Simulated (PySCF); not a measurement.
A structure optimised at PBE0-D3(BJ)/def2-TZVPD, used in a PySCF frequency run:

```
As
H 1 1.5263
H 1 1.5263 2 90.77
```
Charge 0, spin multiplicity 2.

Task: Write its SMILES, formula and point group.

Result: [AsH2], AsH2, C2v

Task: What are its rotational constants (standard atomic weights)?

Result: 224.03, 212.36, 109.02 GHz
